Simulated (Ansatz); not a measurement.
`BC[SiH2]F` + H₂ → `BC[SiH3]` + H–F  (hydrogenolysis of the Si–F bond)

Gas-phase electronic energies from Ansatz, PBE0-D4/def2-TZVP geometries. CCSD(T)/CBS is the MP2 limit (def2-TZVPP, def2-QZVPP) plus CCSD(T) − MP2 in def2-TZVPP, frozen cores. This one scheme is used for every species. DFT in def2-TZVPP. HSE06 is defined as in plane-wave codes. One conformer a species, not always the lowest.

```
             level  ΔE (kcal/mol)  difference from CCSD(T)/CBS
       LDA (SPW92)           25.1                         -2.0
         r2SCAN-D4           28.7                          1.6
           PBE0-D4           25.2                         -1.9
            B2PLYP           28.0                          0.9
            revPBE           25.0                         -2.1
           r2SCAN0           27.7                          0.6
             HSE06           25.0                         -2.1
             BHLYP           28.2                          1.1
RPA@PBE/def2-TZVPP           26.4                         -0.7
CCSD(T)/def2-TZVPP           26.6                         -0.5
       CCSD(T)/CBS           27.1                            0
```

Largest T1 diagnostic among the species: 0.011.

Leaving LDA and LC-ωPBE aside and taking each functional with its dispersion term where it has one, the values, not all of them listed here, spread over 3.5 kcal/mol, from HSE06-D4 to r2SCAN-D4. From r2SCAN to r2SCAN0 (25 % exact exchange), in def2-TZVPP and without D4, ΔE moves by −0.9 kcal/mol. At CCSD(T), def2-SVP lies −3.6 kcal/mol from the extrapolated value and def2-TZVPP −0.5 kcal/mol.
